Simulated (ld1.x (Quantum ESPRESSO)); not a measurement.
**An all-electron radial function and its pseudo partner (hydrogen (H))**

Columns: radius, all-electron u(r) and pseudo u(r) of the 1s shell (level -12.68 eV) of hydrogen in the configuration 1s0.5; PBE, non-relativistic, ultrasoft scheme, ld1.x (Quantum ESPRESSO) 7.5.

```csv
r (bohr),all-electron,pseudo
0.068,0.1371,0.0988
0.135,0.2539,0.1941
0.202,0.3544,0.2854
0.270,0.4413,0.3722
0.338,0.5146,0.4517
0.405,0.5747,0.5215
0.473,0.6248,0.5831
0.540,0.6647,0.6340
0.608,0.6965,0.6760
0.675,0.7203,0.7079
0.742,0.7376,0.7311
0.810,0.7491,0.7467
0.878,0.7554,0.7552
0.945,0.7572,0.7578
1.013,0.7551,0.7558
1.080,0.7496,0.7500
1.148,0.7412,0.7413
1.215,0.7304,0.7304
1.283,0.7174,0.7174
1.350,0.7029,0.7029
1.418,0.6868,0.6868
1.485,0.6698,0.6698
1.553,0.6516,0.6516
1.620,0.6330,0.6330
1.688,0.6137,0.6137
1.755,0.5943,0.5943
```

How many radial nodes do the two functions have?

The all-electron 1s function has n − l − 1 = 0; the pseudo-wave has 0.

At about which radius was the pseudo-wave matched?

1.25 bohr. The columns agree to 0.0005 from 1.08 bohr on; several derivatives are matched, so the curves merge somewhat inside the radius.

Is the pseudo-wave norm-conserving?

No, it belongs to an ultrasoft set: the norm inside the radius is not constrained, and the difference is carried by the augmentation charge.
